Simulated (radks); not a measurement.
Results of a calculation; reference values are marked as such.
Fractional charge and spin in the 4s shell of bromine: the spin-up occupation runs from 0 to 1 and the spin-down occupation from 0 to 1; the fullest corner is Br, [Ar] 3d10 4p(up 2.5, down 2.5) 4s(up 1, down 1). Level of theory: scalar-relativistic Kohn-Sham, r2SCAN, spin-polarised, spherical densities, finite nucleus; meta-GGA in the generalised Kohn-Sham scheme; Fermi nuclear charge, rms radius of each element as measured or else 0.836 A^(1/3) + 0.57 fm (a radial shooting solver on a logarithmic mesh with Libxc functionals). Energy (eV) above the fullest corner. The planes named below are the two flat planes that join the four corners, with an edge along up + down = one added electron.

down \ up,0,0.25,0.5,0.75,1
0,64.288,53.627,43.678,34.436,25.892
0.25,53.627,43.798,34.666,26.224,18.464
0.5,43.678,34.666,26.334,18.675,11.680
0.75,34.436,26.224,18.675,11.781,5.529
1,25.892,18.464,11.680,5.529,0.000

Corners above the fullest one (they belong to Br+ and the next ion): (up 1, down 0) 25.892 eV, (up 0, down 1) 25.892 eV, (up 0, down 0) 64.288 eV. With half an added electron in each spin the energy lies 0.442 eV from the planes, and with half an added electron in spin up alone -1.413 eV. The planes are only a guide here: the flat-plane condition holds for ground states with one frontier orbital, while this shell lies below other occupied shells, so the corners above the fullest one are inner-hole states and not the ground states of those ions.
